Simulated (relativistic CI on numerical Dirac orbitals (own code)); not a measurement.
## Hyperfine structure of Bi²⁶⁺, mass number 207

Method of calculation: Dirac-Coulomb-Breit CI, orbitals from a KLI potential per configuration, model QED, unscaled Slater integrals (own radial code, finite nucleus).

CI space (outside the closed core [Ar] 3d10): 4s2.4p6.4d10.4f11, 4s2.4p6.4d10.4f10.5s, 4s2.4p6.4d10.4f9.5s2, 4s2.4p6.4d9.4f12, 4s2.4p6.4d10.4f10.5p, 4s2.4p6.4d8.4f13, 4s2.4p6.4d10.4f10.5d, 4s2.4p5.4d10.4f12, 4s2.4p6.4d10.4f10.6s, 4s2.4p4.4d10.4f13, 4p6.4d10.4f13, 4s.4p6.4d9.4f13, 4s.4p6.4d10.4f11.5s, 4s.4p6.4d10.4f11.6s. Levels of other configurations are missing.

Nuclear spin I = 9/2, μ = 4.0729 μN, Q = -0.76 b (tables of Stone and Pyykkö). The electronic factors are computed for point nuclear moments, without core polarisation or the Bohr-Weisskopf and QED corrections.

```tsv
Level	E (eV)	A (MHz)	B (MHz)
4s2.4p6.4d10.4f11 4I°_15/2	0.0000	3089	2540
4s2.4p6.4d10.4f11 2H°_11/2	4.3976	3240	158
4s2.4p6.4d10.4f11 4I°_13/2	5.0714	3550	2020
4s2.4p6.4d10.4f11 4F°_7/2	9.3456	3149	-2320
4s2.4p6.4d10.4f11 2K°_15/2	10.8320	3628	6240
4s2.4p6.4d10.4f11 4G°_9/2	11.3127	3011	761
```

Levels with J = 0, under 50 % of one LS term, or S terms without an open s electron are left out. Small factors come from cancelling terms and can be off by tens of per cent or more.

At this charge transitions that keep the count of f electrons are usually good to a few per cent. Terms inside the open d or f shell come out 10 to 20 % too wide with unscaled integrals. Levels that differ in their count of f electrons can be misplaced by several ten thousand cm⁻¹, since the correlation energy of f electrons is missing or only estimated; rates across such gaps can be off by orders of magnitude.

(1) Give the hyperfine levels of 4s2.4p6.4d10.4f11 4I°_15/2 relative to its centre of gravity.

## Answers

(1) With K = F(F + 1) − I(I + 1) − J(J + 1), E = AK/2 + B[¾K(K + 1) − I(I + 1)J(J + 1)]/[2I(2I − 1)J(2J − 1)]: F = 3: -117200, F = 4: -105200, F = 5: -90030, F = 6: -71810, F = 7: -50460, F = 8: -25950, F = 9: 1787, F = 10: 32800, F = 11: 67140, F = 12: 104900 MHz.

LS names give the leading component of a level, which can be under half, so a name can repeat, a term be missing and a line seem to break the LS rules.
